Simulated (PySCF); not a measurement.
Gas-phase reaction: 3 WF6 + 2 O3 → 3 WOF4 + 3 F2O

Energies from PySCF, thermal terms from the rigid-rotor harmonic-oscillator model, ideal gas at 1 bar. † marks an energy on the PBE0/def2-TZVP geometry and frequencies; other levels use their own. MP2 freezes the core. All species are closed-shell singlets. W: scalar-relativistic def2 core potential, no spin-orbit coupling. MP2 isn't extrapolated to the basis-set limit. Strong static correlation: O3.

MP2/def2-TZVPP† gives ΔH°(298 K) = 797 kJ.

Task: What do ωB97X-V/def2-TZVP†, ωB97M-V/def2-TZVP†, PBE/def2-SVP give?

Result: ωB97X-V/def2-TZVP†: 765 kJ; ωB97M-V/def2-TZVP†: 759 kJ; PBE/def2-SVP: 864 kJ. For scale, ΔH°(298 K) is 797 kJ at this level, 759 kJ at ωB97M-V/def2-TZVP†, and runs from 660 to 1562 kJ over the 17 levels computed.
